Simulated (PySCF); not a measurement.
# Cu: ionisation energy

Cu [Ar] 3d10 4s1 (2S) → Cu+ [Ar] 3d10 (1S), as a difference of total energies. Calculation: PySCF 2.14, in cc-pVTZ-DK (7s6p4d2f1g, 68 functions); the spin-free X2C one-electron Hamiltonian (Gaussian nucleus). Correlated levels: valence: [Ar] frozen. The calculations carry no spin-orbit coupling.

Order these methods by the ionisation energy they give, lowest first.
A. MP2 (valence)
B. UHF
C. SCS-MP2 (valence)
D. MN15

B (6.574 eV), C (7.326 eV), A (7.475 eV), D (7.811 eV).

Errors of the correlated levels include the incompleteness of this basis and the frozen core.

For comparison: 7.726 eV (measured; NIST Atomic Spectra Database, ionization energies).
